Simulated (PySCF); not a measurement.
## Two-component Hartree-Fock for I (iodine, neutral)

Start: [Kr] 4d10 5s2 5p5; 5p1/2 filled at m_j = +1/2; 5p3/2 filled at m_j = -3/2, -1/2, +1/2, +3/2. Calculated with PySCF 2.14 in x2c-SVPall-2c (6s8p4d, 50 functions): generalised Hartree-Fock with the X2C-1e Hamiltonian and a Gaussian nucleus; one run each with spin-orbit coupling (SO) screened by Boettger's factors, then bare. This is a chosen level, not necessarily the ground level.

| spinor shell | electrons | ε, screened SO (eV) | ε, bare SO (eV) | weight of nominal j (bare SO) | rms radius, bare SO (bohr) |
| --- | --- | --- | --- | --- | --- |
| 1s1/2 | 2 | -33326.1 | -33325.8 | 1.000 | 0.0312 |
| 2s1/2 | 2 | -5248.0 | -5247.9 | 1.000 | 0.127 |
| 2p1/2 | 2 | -4913.6 | -4922.5 | 1.000 | 0.109 |
| 2p3/2 | 4 | -4611.7 | -4608.1 | 1.000 | 0.115 |
| 3s1/2 | 2 | -1102.4 | -1102.4 | 1.000 | 0.334 |
| 3p1/2 | 2 | -962.34 | -964.04 | 1.000 | 0.326 |
| 3p3/2 | 4 | -903.88 | -903.19 | 1.000 | 0.339 |
| 3d3/2 | 4 | -658.94 | -660.61 | 1.000 | 0.311 |
| 3d5/2 | 6 | -647.01 | -645.91 | 1.000 | 0.314 |
| 4s1/2 | 2 | -211.42 | -211.42 | 1.000 | 0.788 |
| 4p1/2 | 2 | -159.97 | -160.31 | 1.000 | 0.828 |
| 4p3/2 | 4 | -148.77 | -148.64 | 1.000 | 0.853 |
| 4d3/2 | 4 | -63.915 | -64.162 | 1.000 | 0.993 |
| 4d5/2 | 6 | -62.270 | -62.115 | 1.000 | 1.00 |
| 5s1/2 | 2 | -23.836 | -23.839 | 0.998 | 2.14 |
| 5p1/2 | 1 | -12.330 | -12.368 | 1.000 | 2.53 |
| 5p3/2 | 4 | -10.405 | -10.395 | 0.999 | 2.65 |

```csv
quantity,screened SO,bare SO
E (hartree),-7112.98655,-7113.16573
M_J,1/2,1/2
⟨J²⟩,0.768,0.767
⟨L²⟩,2.042,2.045
⟨S²⟩,0.781,0.783
```

Each row is a mean over spinors that exchange with the open shell spreads, by up to 1.142 eV (5s1/2).

Breit and QED terms are absent; they matter most for the inner s and p1/2 levels.

Densities and radii are taken from the X2C orbitals without a picture-change correction, which distorts them close to the nucleus.
